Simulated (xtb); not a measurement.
HCu (SMILES [CuH]), singlet, at a GFN2-xTB geometry (such geometries of metal compounds can be far from the true shape). Base run: GFN2-xTB run with xtb.

Geometry (Å):
```xyz
2

Cu     0.0000     0.0000    -0.0475
H      0.0000     0.0000     1.3767
```
Charge 0, spin multiplicity 1.
All else is at xtb's defaults.
Base energy -4.39371 Eh.

Each row names what was changed in the base input (with any setting that the change needs).

```
change        ΔE vs base (kcal/mol)  HOMO-LUMO gap (eV)  dipole (D)  SCF cycles
------------  ---------------------  ------------------  ----------  ----------
base                          0.000                5.47        3.55           9
file = coord                  0.000                5.47        3.55           9
acc = 1000                    0.001                5.45        3.55           5
etemp = 5000                 -0.141                5.46        3.51          10
gbsa = thf                    -3.41                5.52        3.74           9
etemp = 3000                 -0.001                5.47        3.55           9
```

ALPB and GBSA are two models with their own fitted parameters for each solvent, which aren't always the measured dielectric constant.
